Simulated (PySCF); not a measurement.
Input for PySCF: R-MP2/6-31G* on BH3 (SMILES B) with ghost functions, monomers drawn apart or pushed together.

```python
from pyscf import gto, scf, dft, mp
from pyscf.data.elements import chemcore

mol = gto.M(
    atom='''
    B     0.21063250    0.24930107    0.78962312
    H     0.61722313   -0.76718016    0.28698297
    H    -0.85291573    0.63723910    0.39399765
    H     1.03722783    1.09088237    1.00556400
    ghost-O   -0.15151973   -0.19337327    2.23726164
    ghost-H   -0.80634930   -0.90256202    2.19308838
    ghost-H    0.63790391   -0.55598101    2.66037886
    ''',
    basis='6-31g*',
    cart=True,
    charge=0, spin=0, verbose=3, max_memory=1800)
mf = scf.RHF(mol)
mf.conv_tol = 1e-8
mf.max_cycle = 100
mf.kernel()
if not mf.converged:
    mf = mf.newton().run(mf.mo_coeff, mf.mo_occ)
pt = mp.MP2(mf, frozen=chemcore(mol)).run()
```

Program output:

```
converged SCF energy = -26.3756521666234
E(RMP2) = -26.452009348427  E_corr = -0.0763571818036173
E(SCS-RMP2) = -26.4595095264911  E_corr = -0.0838573598677054
```

Self-consistency was reached.

Cost: around 0.22 core-seconds (rough).
